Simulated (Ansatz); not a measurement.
`CNB(C)Cl` + SiH₄ → `CNB(C)[SiH3]` + HCl  (formal exchange of groups at a B–Cl bond)

Isolated molecules relaxed with PBE0-D4/def2-TZVP in Ansatz; ΔE leaves out vibrations. CCSD(T)/CBS is the MP2 limit (def2-TZVPP, def2-QZVPP) plus CCSD(T) − MP2 in def2-TZVPP, frozen cores. This one scheme is used for every species. DFT in def2-TZVPP. One conformer a species, not always the lowest.

`CNB(C)Cl`:

Cartesian coordinates in Å:
```
C 0.681 0.410 1.811
N 0.022 -0.193 0.677
B -0.001 0.215 -0.650
C -0.775 -0.567 -1.764
Cl 0.888 1.695 -1.115
H -0.039 0.692 2.585
H 1.412 -0.272 2.255
H 1.204 1.308 1.488
H -0.492 -1.032 0.898
H -1.291 -1.454 -1.387
H -0.090 -0.883 -2.556
H -1.517 0.080 -2.242
```

SiH₄:

Cartesian coordinates in Å:
```
Si 0.000 0.000 0.000
H -1.150 0.251 -0.904
H -0.254 -1.228 0.794
H 0.171 1.156 0.916
H 1.234 -0.179 -0.807
```

`CNB(C)[SiH3]`:

Z-matrix (Å, degrees):
```
C
N 1 1.446
H 1 1.094 2 111.2
H 1 1.094 2 111.3 3 120.5
H 1 1.088 2 110.1 3 -119.7
B 2 1.394 1 129.2 3 120.7
H 2 1.008 1 112.8 3 -59.4
Si 6 2.028 2 116.1 1 179.9
C 6 1.574 2 123.7 1 -0.2
H 8 1.493 6 112.3 2 121.4
H 8 1.493 6 112.1 2 -118.9
H 8 1.496 6 111.7 2 1.1
H 9 1.096 6 109.9 2 -121.0
H 9 1.093 6 115.9 2 1.2
H 9 1.096 6 110.1 2 123.5
```

HCl:

Z-matrix (Å, degrees):
```
Cl
H 1 1.279
```

CCSD(T)/CBS gives +1.16 eV.

Another level gave +1.27 eV. Which?
A. PBE-D4/def2-TZVPP
B. BHLYP/def2-TZVPP
C. HF/def2-TZVPP
D. CCSD(T)/def2-TZVPP

B. BHLYP 1.27, CCSD(T)/def2-TZVPP 1.16, PBE-D4 1.06, HF/def2-TZVPP 1.37 eV.

Largest T1 diagnostic among the species: 0.013.

From PBE to PBE0 (25 % exact exchange), in def2-TZVPP and without D4, ΔE moves by +0.05 eV. At CCSD(T), def2-SVP lies +0.10 eV from the extrapolated value and def2-TZVPP −0.00 eV. Leaving LDA and LC-ωPBE aside and taking each functional with its dispersion term where it has one, the values, not all of them listed here, spread over 0.18 eV, from PBE-D4 to BHLYP-D4.
